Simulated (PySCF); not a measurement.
CH₅F₂NOSi. Atoms are numbered in the order given.

```xyz
11

C     -1.9336    -0.8609    -0.9245
O     -1.2273     0.2292    -0.3646
Si     0.3163     0.1777     0.1662
N      1.3685    -0.4699    -0.9994
F      0.6399     1.6871     0.6271
F      0.4884    -0.7340     1.4866
H     -1.2834    -1.4837    -1.5634
H     -2.3619    -1.5004    -0.1336
H     -2.7587    -0.4674    -1.5373
H      2.2362    -0.9171    -0.7227
H      1.4250    -0.0761    -1.9326
```

Coordinates come from a B3LYP-D3(BJ)/def2-SVP optimisation. The structure was generated by enumeration, and PubChem lists no compound with its InChIKey, so it may never have been made. The values are those of a single conformer.

The numbers are results of ωB97X/def2-TZVP in PySCF, not measurements.

ESP charges are fitted to the potential on shells at 1.4 to 2.0 van der Waals radii. Atomic charges (e):

```
atom     ESP fit  Löwdin  Mulliken    IAO
----  ----------  ------  --------  -----
C1         -0.18   -0.34     -0.17  -0.18
O2         -0.38    0.09     -0.36  -0.66
Si3   (withheld)   -0.21      0.94   1.82
N4         -1.11   -0.23     -0.65  -0.89
F5         -0.34    0.02     -0.31  -0.53
F6         -0.31    0.01     -0.32  -0.54
H7    (withheld)    0.10      0.11   0.13
H8    (withheld)    0.11      0.12   0.14
H9    (withheld)    0.11      0.12   0.15
H10   (withheld)    0.17      0.26   0.29
H11   (withheld)    0.17      0.25   0.28
```

Some entries are withheld; supply them. (Estimate from the structure and the level; the computed values follow.)


- Si3, ESP fit: 1.13
- H7, ESP fit: 0.10
- H8, ESP fit: 0.11
- H9, ESP fit: 0.12
- H10, ESP fit: 0.42
- H11, ESP fit: 0.43

Give the Mayer and Wiberg (Löwdin basis) orders of the bonds. (Estimate from the structure and the level; the computed values follow.)


```csv
bond,Mayer,Wiberg
C1–O2,0.92,1.50
O2–Si3,1.21,1.57
Si3–N4,1.19,1.53
Si3–F5,1.13,1.69
Si3–F6,1.10,1.68
C1–H7,0.97,0.93
C1–H8,0.98,0.94
C1–H9,0.97,0.94
N4–H10,0.91,0.95
N4–H11,0.91,0.95
```
